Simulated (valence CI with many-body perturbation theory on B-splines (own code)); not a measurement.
**Nb X: input, log and results**

Computed by relativistic CI+MBPT: four valence electrons over a frozen Dirac-Fock core [Ar] 3d10, a basis of 11 s, 11 p, 10 d, 8 f, 5 g, 2 h functions for each j, with the one-electron correlation potential Σ1 (screened to all orders), the two-electron term Σ2, the three-electron term Σ3, Breit, model QED; selected single and double excitations, second order for the rest, scaled by the run's own slope (own B-spline code, finite nucleus).

Command, and the settings that its task file holds:

```sh
python run_cv.py task.json out
```

```
atom Nb  Z=41  mass_number=93  rms_radius_fm=4.3240
core [Ar] 3d10
valence 4s2 4p2
avg = 1
basis = M
breit = 1
cap = 32000
capref = 2000
cscale = 1
de = 0.0
dress = 0
eps = 2e-08
extrap = 1
h = 0.27
hh = 1
l2 = 3
lcore = 6
maxit = 60
n2 = 5
natural = 1
nlev = 150
nno = [5, 5, 5, 4, 2, 1]
nroot = 36
nsp = [6, 6, 5, 4, 3, 1]
pt2 = 1
qed = 1
rpa = 1
s1 = 1
s2 = 1
s3 = 1
screen = 1
tol = 2e-05
whole = 1
```

It took 9.2 min on 1 thread of Arm Neoverse N1, with other jobs on the host.

Log. The first blocks belong to the next ion, which gives the ionisation energy. Fields: 2J, parity (1 odd), roots, reference size, generating configurations, candidates as configurations/state functions, variational space P, stored matrix elements, Davidson steps; e2 is the range of second-order energies in hartree. The first line gives the box (bohr), its intervals, the orbitals and the steps of their self-consistent field. Window is the range of levels sought, series limit the energy at which the first omitted orbital would enter, core excitation an estimate of the first excitation out of the core, left out the lowest levels not solved, and shifts from estimates the range by which levels moved from their first estimate, all in cm⁻¹.

```
rmax 23.2 intervals 65 orbitals 83 references ['4s2 4p2', '4s 4p3', '4s2 4p 4d', '4p4', '4s 4p2 4d'] scf 6 t 2.9
2J=1 par=1 roots 2 ref 34 generators 10 cand 2139/3162 P 2167/3196 nnz 1.7e+06 it 5
2J=1 par=1 roots 2 ref 34 generators 19 cand 1862/2861 P 4029/6057 nnz 4.6e+06 it 5
   second order: generators 44 cand 17605/27194 e2 -0.00004 -0.00001
reference levels 1292, estimated 710, window 842792 1/cm; series limit 1230866, core excitation 1570294
2J=0 par=0 roots 15 ref 59 generators 58 cand 2534/3821 P 4303/6392 nnz 2.8e+06 it 9
2J=0 par=0 roots 15 ref 59 generators 89 cand 14493/25672 P 18796/32064 nnz 3.9e+07 it 9
   second order: generators 202 cand 161222/347372 e2 -0.00022 -0.00002
2J=2 par=0 roots 25 ref 130 generators 65 cand 640/2056 P 2413/7197 nnz 5.2e+06 it 9
2J=2 par=0 roots 25 ref 130 generators 118 cand 6763/24774 P 9176/31971 nnz 5.7e+07 it 11
   second order: generators 249 cand 196389/1028461 e2 -0.00259 -0.00037
2J=4 par=0 roots 34 ref 175 generators 79 cand 597/2077 P 2161/7289 nnz 5.7e+06 it 9
2J=4 par=0 roots 34 ref 175 generators 132 cand 5651/24700 P 7812/31989 nnz 6.4e+07 it 10
   second order: generators 285 cand 210116/1557796 e2 -0.00316 -0.00060
2J=4 par=1 roots 26 ref 141 generators 64 cand 505/1967 P 1915/7105 nnz 5.6e+06 it 10
2J=4 par=1 roots 26 ref 141 generators 129 cand 5354/24877 P 7269/31982 nnz 6.6e+07 it 14
   second order: generators 259 cand 197540/1435729 e2 -0.00257 -0.00036
2J=2 par=1 roots 23 ref 117 generators 65 cand 675/2053 P 2443/7190 nnz 4.9e+06 it 7
2J=2 par=1 roots 23 ref 117 generators 128 cand 6832/24790 P 9275/31980 nnz 5.8e+07 it 10
   second order: generators 265 cand 197301/1034431 e2 -0.00180 -0.00032
2J=6 par=1 roots 19 ref 119 generators 57 cand 532/2036 P 1958/7195 nnz 5.7e+06 it 11
2J=6 par=1 roots 19 ref 119 generators 104 cand 5067/24796 P 7025/31991 nnz 6.9e+07 it 14
   second order: generators 219 cand 176094/1521182 e2 -0.00263 -0.00088
2J=0 par=1 roots 10 ref 44 generators 38 cand 2460/3963 P 4269/6559 nnz 2.9e+06 it 8
2J=0 par=1 roots 10 ref 44 generators 82 cand 14551/25434 P 18820/31993 nnz 3.9e+07 it 9
   second order: generators 166 cand 129832/277393 e2 -0.00024 -0.00003
2J=8 par=1 roots 10 ref 76 generators 32 cand 551/2154 P 1829/6372 nnz 4.6e+06 it 11
2J=8 par=1 roots 10 ref 76 generators 67 cand 5437/25621 P 7266/31993 nnz 6.9e+07 it 12
   second order: generators 148 cand 147817/1333191 e2 -0.00245 -0.00071
2J=6 par=0 roots 22 ref 153 generators 57 cand 578/2061 P 2026/7226 nnz 5.9e+06 it 10
...
2J=10 par=0 roots 4 ref 70 generators 44 cand 5509/27125 P 7702/33790 nnz 7.2e+07 it 9
   second order: generators 87 cand 121115/1071119 e2 -0.00114 -0.00033
2J=10 par=1 roots 3 ref 35 generators 12 cand 1267/3802 P 2130/6326 nnz 4.2e+06 it 11
2J=10 par=1 roots 3 ref 35 generators 37 cand 5970/25823 P 8100/32149 nnz 6.8e+07 it 13
   second order: generators 80 cand 103674/879651 e2 -0.00067 -0.00051
2J=12 par=1 roots 2 ref 10 generators 9 cand 1496/3979 P 2649/6616 nnz 4.2e+06 it 4
2J=12 par=1 roots 2 ref 10 generators 19 cand 5780/26538 P 8429/33154 nnz 6.9e+07 it 5
   second order: generators 58 cand 86721/690005 e2 -0.00048 -0.00021
left out: unestimated 1038178, estimated 888342, shifts from estimates -87 to 117
operators 6.0
```

The Davidson iterations converged.

No measured spectrum was set against this ion. As an estimate, levels hold to about 250 cm⁻¹ or 0.2 % of their energy and the worst to 1 %, as in measured heavy ions of charge 2 to 7; those with d or f electrons hold less well. Among the levels kept, up to 740 cm⁻¹ of a level comes from second order outside the variational space, and about a tenth of that is noise between levels of different J, which matters for small intervals.

| Property | Result |
| --- | --- |
| Valence energy | -32.92197 hartree |
| Ionisation energy | 180.39 eV (NIST: 180 ± 2.2 eV (theoretical)) |
| Reference configurations for the orbitals | 4s2 4p2, 4s 4p3, 4s2 4p 4d, 4p4, 4s 4p2 4d |
| Radial orbitals | 83 |
| Box radius | 23.2 bohr |
| Largest variational space | 33790 |
| Lowest levels | 4s2 4p2 3P_0 0, 4s2 4p2 3P_1 14234, 4s2 4p2 3P_2 22835, 4s2 4p2 1D_2 46827, 4s2 4p2 1S_0 75440, 4s 4p3 5S°_2 181710, 4s 4p3 3D°_1 228680, 4s 4p3 3D°_2 229310, 4s 4p3 3D°_3 234870, 4s 4p3 3P°_0 259200, 4s 4p3 3P°_1 261140, 4s 4p3 3P°_2 263500, 4s 4p3 1D°_2 291770, 4s 4p3 3S°_1 308450 cm⁻¹ |

Names give the largest LS component (configuration and term), which can be under half, so a name can repeat, a term be missing and a line seem to break the LS rules; names also repeat where a configuration has a term twice.
